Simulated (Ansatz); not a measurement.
Saddle point of Si5H14O, singlet (Si₄H₁₀O ([OH][Si]([SiH3])([SiH3])[SiH3]) + SiH₄ → Si₅H₁₂O ([SiH3][O][Si]([SiH3])([SiH3])[SiH3]) + H₂; bonds formed: Si1–O4, H2–H3; bonds broken: Si1–H2, H3–O4), PBE0-D4/def2-TZVP structure:

Si1  (-2.422, -1.274, -0.336)
H2  (-2.386, -0.963, -2.032)
H3  (-1.323, -0.504, -1.744)
O4  (-0.827, -0.465, -0.770)
Si5  (0.523, 0.256, -0.001)
Si6  (0.347, 2.582, -0.214)
Si7  (0.540, -0.357, 2.258)
Si8  (2.455, -0.535, -1.062)
H9  (-3.668, -0.471, -0.215)
H10  (-1.938, -1.302, 1.101)
H11  (-2.647, -2.719, -0.599)
H12  (0.355, 2.981, -1.647)
H13  (-0.910, 3.063, 0.418)
H14  (1.512, 3.205, 0.470)
H15  (-0.594, 0.245, 3.003)
H16  (1.815, 0.182, 2.811)
H17  (0.539, -1.834, 2.411)
H18  (2.580, -2.007, -0.890)
H19  (2.418, -0.217, -2.515)
H20  (3.632, 0.134, -0.447)
(Å)

Energies are electronic, without zero-point energy. Barriers and step energies count from the start structure reached by relaxing down the imaginary mode; all methods use the PBE0-D4 structures, on which another method's saddle can fall below an end. Ansatz 0.2.0; basis: def2-TZVPP, with def2-QZVPP for the basis limit; cores frozen in the correlated methods. B3LYP uses VWN-RPA correlation. Extrapolation: Hartree–Fock as exp(−7.88 √X), correlation as X^−2.97.

```
      method  barrier (kcal/mol)  step energy (kcal/mol)
       SPW92                   ?                  -13.77
      PBE-D4               31.01                  -15.46
     BLYP-D4               34.57                  -18.13
   r2SCAN-D4               33.35                  -17.82
      B97M-V               35.25                  -17.02
     PBE0-D4               34.13                  -16.13
    B3LYP-D4               36.69                  -18.36
  r2SCAN0-D4               35.44                  -17.82
    BHLYP-D4               40.21                  -19.23
CAM-B3LYP-D4               37.29                  -18.26
     wB97X-V               38.04                  -17.23
     wB97M-V                   ?                  -17.30
      B2PLYP               37.94                  -18.45
    PBE-QIDH               36.34                  -17.63
  RPA on PBE               39.49                  -17.74
          HF                   ?                  -19.34
         MP2               36.89                  -19.58
        CCSD               40.66                  -17.76
     CCSD(T)               38.51                  -17.83
```

Problem. Fill in the withheld barriers. (To be estimated.)

Solution. Computed: SPW92 23.27; wB97M-V 36.69; HF 51.56 kcal/mol. Each is the energy of the saddle less that of the start structure, by the same method.

For comparison, the barrier by CCSD(T) at an estimated basis limit (MP2 extrapolated from triple and quadruple zeta, plus CCSD(T) − MP2 in triple zeta) is 37.86 kcal/mol.

The T1 diagnostic stays at or below 0.015.

Labels in which every atom is bracketed show which atoms are joined, not bond orders.

For scale, one of the runs: CCSD(T)/def2-TZVPP, 437 basis functions, launched by `ansatz run in.yaml --threads 4 --pin off --events-out ev --progress --plain --max-ram 63488MiB --backend cuda --devices 0, --max-vram 37GiB`. Hardware: 4 CPU threads of an AMD EPYC 7R13 and a share of one NVIDIA H100, shared host. Wall time 27 s; peak host memory 1 GiB.
